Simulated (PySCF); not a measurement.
# Computed structure and properties of W6

System: W6 (triplet); start: released along the symmetry-breaking force (D4h). Method: PySCF 2.14.0, UKS PBE, W def2-SVP with ECP60; non-relativistic Hamiltonian with scalar-relativistic core potentials where named; density fitting; no spin-orbit coupling.

Input of the relaxation:

```python
mol = gto.M(atom='''
W      1.81172    -0.00024     0.00000
W      0.00023     1.74805    -0.00028
W     -1.81172     0.00024    -0.00000
W     -0.00023    -1.74805     0.00028
W     -0.00000     0.00029     1.81172
W      0.00000    -0.00029    -1.81172''',
    basis={'W': 'def2-SVP'},
    ecp={'W': 'def2-SVP'},
    charge=0, spin=2)
mf = dft.UKS(mol, xc='PBE')
mf.grids.atom_grid = (50, 194)
mf = mf.density_fit()  # fitting sets: W def2-universal-JKFIT
mf.conv_tol = 1e-08; mf.max_cycle = 55
mf.kernel(dm0)  # dm0: converged density of the start geometry
# quasi-Newton relaxation in Cartesian coordinates to a largest gradient under 0.00045 Eh/bohr
```

Run from Python with OMP_NUM_THREADS=4; the lines above give its settings. Where DIIS fails, smearing, a level shift and second-order steps follow.
It took 42 s on 4 threads of AMD EPYC 9R45 96-Core Processor (Zen 5) (shared host), from the converged density of the start.

Course of the relaxation:

```json
{"step": "0", "energy above end (eV)": "0.0007", "largest force component within the symmetry (eV/Å)": "0.090"}
{"step": "1", "energy above end (eV)": "0.0004", "largest force component within the symmetry (eV/Å)": "0.067"}
{"step": "2", "energy above end (eV)": "0.0000", "largest force component within the symmetry (eV/Å)": "0.006"}
```

Relaxed geometry (nearly Oh):

```xyz
6

W     1.8090   -0.0002    0.0000
W     0.0002    1.7540   -0.0003
W    -1.8090    0.0002    0.0000
W    -0.0002   -1.7540    0.0003
W     0.0000    0.0003    1.8089
W     0.0000   -0.0003   -1.8089
```

```
contact      Å
  W6–W4  2.520
  W6–W2  2.520
  W5–W2  2.520
  W5–W4  2.520
  W4–W1  2.520
  W3–W2  2.520
  W4–W3  2.520
  W2–W1  2.520
  W6–W1  2.558
```

On the finer grid (75, 302):

```yaml
HOMO: -3.40 eV
LUMO: -3.22 eV
Dipole_about_the_centre_of_mass: 0.00 D
Spin_squared: 2.021
Set_of_Mulliken_populations_of_W1_outside_the_core_potential: s 3.17, p 6.11, d 4.71, f 0.04
D3_BJ_dispersion_energy_not_in_the_energies: -0.536 eV
```

```tsv
atom	Mulliken (e)	Löwdin (e)	spin (e)
W1	-0.03	-0.02	0.51
W2	0.06	0.03	-0.01
W3	-0.03	-0.02	0.51
W4	0.06	0.03	-0.01
W5	-0.03	-0.02	0.50
W6	-0.03	-0.02	0.50
```

No frequency check is given here.

One start shape was tried, so this needn't be the lowest isomer.

Open shells may have lower solutions than the one found.
